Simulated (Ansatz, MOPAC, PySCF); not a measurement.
Molecule: SiP₂H₅, net charge 0, doublet state. SMILES: P[SiH]P
Coordinates optimised at B3LYP-D3(BJ)/def2-TZVP (Ansatz, a program for electronic structure):
```xyz
8

P      1.9457     0.2100    -0.2277
Si    -0.2425     0.7852    -0.2391
P     -1.6281    -0.8211     0.5696
H      1.8981    -0.3322     1.0823
H      1.7552    -1.0537    -0.8536
H     -0.5911     1.2829    -1.5984
H     -2.8169    -0.1304     0.2147
H     -1.6140    -1.5922    -0.6258
```
Charge 0, spin multiplicity 2.

Property: enthalpy of formation at 298 K, in kcal/mol. Set-up: frozen cores in correlated levels; LANL2DZ with its own core potentials from Na on; 6-311+G** with 5d, 6d on Na to Ar in Ansatz; dispersion terms only where a functional's name holds one; spin-orbit terms left out; 6-31G* and kin with 6d, 5d where marked; UHF or UKS for open shells; non-relativistic. CBS(X,Y): correlation extrapolated as X^-3; Hartree-Fock from the larger set. First-principles rows: single points at B3LYP-D3(BJ) geometries (Ansatz), with unscaled harmonic terms from B3LYP/6-31G* (Ansatz) at its own minima, enthalpies of formation by atomisation with measured atoms. Semi-empirical rows: MOPAC heats of formation at their own minima for 298 K.

Coupled cluster (Ansatz) is a level with limits of its own, used here on species with T1 under 0.025 (0.045 for open shells) and stable references: CCSD(T)/CBS(aug-cc-pV(T+d)Z,aug-cc-pV(Q+d)Z).

Value to compare with, CCSD(T)/CBS(aug-cc-pV(T+d)Z,aug-cc-pV(Q+d)Z) (Ansatz): 41.7 kcal/mol.

| level | program | enthalpy of formation at 298 K (kcal/mol) | difference |
|---|---|---|---|
| PM3 | MOPAC | 15.2 | -26.5 |
| HF/LANL2DZ | Ansatz | 277.9 | 236.2 |
| PBE/def2-SVP | Ansatz | 47.7 | 6.0 |
| BP86/def2-SVP | PySCF | 34.5 | -7.2 |
| BP86/6-31G* (5d) | PySCF | 38.8 | -2.9 |
| B3LYP/6-31G* | Ansatz | 56.1 | 14.4 |
| B3LYP/6-31+G* | Ansatz | 56.3 | 14.6 |
| B3LYP/def2-SVP | Ansatz | 50.6 | 8.9 |
| B3LYP/6-311+G** | Ansatz | 53.8 | 12.1 |
| r2SCAN-D4/def2-TZVPD | Ansatz + dftd4 | 38.4 | -3.3 |
| wB97X-V/def2-TZVPD | Ansatz | 30.3 | -11.4 |

Among the 9 habitual levels, HF/LANL2DZ lies farthest from CCSD(T)/CBS(aug-cc-pV(T+d)Z,aug-cc-pV(Q+d)Z) (Ansatz) (236.2 kcal/mol) and BP86/6-31G* (5d) nearest (-2.9); 6 of 9 lie above it, and their mean absolute difference is 36.5 kcal/mol, the median 12.1. One case shows no general order.

The levels are drawn from those run, B3LYP/6-31G* more often than the rest, none by its result; left out are runs that failed, that the program found above a lower state of the same kind, or whose <S^2> lies over 0.5 above the pure value.
